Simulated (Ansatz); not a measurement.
```yaml
crystal:
  periodic: [false, false, false]
  atoms:
    - {symbol: O, position_ang: [-1.905987, -1.065189, -0.509284]}
    - {symbol: Cu, position_ang: [-0.338987, -0.373847, -0.044203]}
    - {symbol: O, position_ang: [1.405595, 0.257242, 0.517167]}
    - {symbol: H, position_ang: [-2.451492, -0.408685, -0.947932]}
    - {symbol: H, position_ang: [1.964549, 0.544717, -0.211785]}
    - {symbol: H, position_ang: [1.368422, 0.981760, 1.149839]}
basis:
  gaussian: {orbitals: x2c-TZVPPall, final_grid: {core_spheres: 1, valence_spheres: 1, degree: 5}}
hamiltonian: {xc: {name: wB97M-V}}
```

```sh
$ ansatz run in.yaml --threads 2 --pin off --events-out ev --progress --plain --max-ram 22528MiB --backend cpu
```

Output, abridged:

```
Functional definition: wB97M-V
1016 factors; their error is unknown
184 factors; integrals over basis functions are off by at most 1.5e-5 eV
mean field evaluation 1: about -49163.9035 eV, gradient 8.0e1 eV
mean field evaluation 2: about -49138.7436 eV, gradient 2.0e2 eV
mean field evaluation 4: about -49172.6682 eV, gradient 8.9e0 eV
mean field evaluation 8: about -49157.1412 eV, gradient 2.1e2 eV
mean field evaluation 16: about -49172.2603 eV, gradient 1.0e-2 eV
mean field -49172.26029182 eV, -1807.0472355691 hartree, gradient 7.8e-5 eV, S^2 0.000000; 0 other end points of the search recorded, 0 dependent functions left out
reference -49172.26050419 eV, -1807.0472433736 hartree; 24, 24 occupied and 144, 144 virtual orbitals, 1016 factors
Total energy: -49172.26050419 eV, -1807.0472433736 hartree
Relativity: scalar
```

Question: Something in this input is off. What?

Answer: The integration grid is far too coarse. The calculation finished and met its thresholds. The result belongs to that input, not to the molecule as meant.
